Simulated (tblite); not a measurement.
Species: C3H14GeN2Si.
Atom-mapped SMILES: `[CH3:1][CH2:2][N:3]([SiH3:4])[CH2:5][GeH2:6][NH2:7]` (hydrogens: H8, H9, H10 on C1; H11, H12 on C2; H13, H14, H15 on Si4; H16, H17 on C5; H18, H19 on Ge6; H20, H21 on N7)

Computed with GFN2-xTB (tblite), gas phase: L-BFGS steps from a force-field or distance-geometry start until the largest atomic force falls under 0.01 eV/Å.

Geometry at step 185:
```
atom  x, y, z in Å
C1     -1.5414   -0.4451    1.3493
C2     -1.3348   -0.7543   -0.1304
N3     -0.5253    0.2400   -0.8047
Si4    -1.1191    1.8348   -1.0199
C5      0.7232   -0.2277   -1.3456
Ge6     2.0632   -0.9327   -0.0342
N7      1.9430   -0.0063    1.5321
H8     -0.5754   -0.3144    1.8314
H9     -2.1234    0.4658    1.4687
H10    -2.0707   -1.2605    1.8374
H11    -0.8326   -1.7213   -0.2329
H12    -2.3174   -0.8252   -0.6175
H13    -0.1371    2.5513   -1.8401
H14    -2.4220    1.7716   -1.7144
H15    -1.3029    2.5695    0.2532
H16     1.1946    0.5987   -1.8797
H17     0.5400   -1.0165   -2.0924
H18     1.8557   -2.3691    0.3852
H19     3.4612   -0.9172   -0.6363
H20     1.8869    1.0005    1.4417
H21     2.6255   -0.2251    2.2485
```

**Question.** What forces act on the atoms?

**Answer.** 
| atom | Fx (eV/Å) | Fy (eV/Å) | Fz (eV/Å) |
| --- | --- | --- | --- |
| C1 | 0.047 | -0.002 | 0.016 |
| C2 | 0.005 | 0.026 | 0.008 |
| N3 | 0.009 | 0.038 | -0.031 |
| Si4 | -0.103 | 0.094 | 0.030 |
| C5 | -0.085 | 0.029 | 0.001 |
| Ge6 | -0.056 | 0.002 | 0.100 |
| N7 | 0.060 | 0.030 | 0.025 |
| H8 | -0.021 | 0.000 | -0.002 |
| H9 | 0.029 | -0.023 | -0.015 |
| H10 | 0.005 | -0.012 | -0.042 |
| H11 | -0.036 | -0.021 | 0.021 |
| H12 | 0.056 | 0.000 | -0.035 |
| H13 | -0.025 | -0.067 | 0.036 |
| H14 | 0.098 | 0.010 | 0.087 |
| H15 | 0.043 | -0.107 | -0.129 |
| H16 | 0.019 | -0.024 | 0.007 |
| H17 | 0.017 | 0.032 | 0.049 |
| H18 | -0.039 | 0.003 | 0.023 |
| H19 | 0.037 | 0.022 | -0.041 |
| H20 | 0.005 | -0.065 | -0.002 |
| H21 | -0.066 | 0.035 | -0.106 |

The largest, 0.17 eV/Å, acts on H15; the rms over all components is 0.048 eV/Å. The forces sum to zero within rounding, as they must for an isolated molecule in no field.

**Question.** Give the force on H15 in Eh/bohr and in nN.

**Answer.** 0.173 eV/Å ÷ 51.422 = 0.00336 Eh/bohr, and 0.173 eV/Å × 1.602 = 0.28 nN.

**Question.** How far is this geometry from the end of the optimisation?

**Answer.** 0.106 eV above it, and 0.498 Å rms away after alignment. The bonds farthest from their final lengths, with half the difference of the two atoms' forces along the bond (positive lengthens):

```tsv
bond	now (Å)	final (Å)	force along bond (eV/Å)
Si4–H14	1.478	1.463	-0.10
Ge6–H19	1.522	1.529	+0.07
Si4–H15	1.481	1.475	-0.13
N3–C5	1.439	1.434	-0.05
C2–H12	1.099	1.095	-0.01
C5–H17	1.102	1.098	-0.03
```

The angle farthest from its final value is N3–Si4–H14, 108.9° against 104.8°.

What follows is the cost of the whole relaxation. On one thread, Arm Neoverse N1 (aarch64), shared host with 64 logical CPUs at a one-minute load of 60, this took 4.2 s wall.
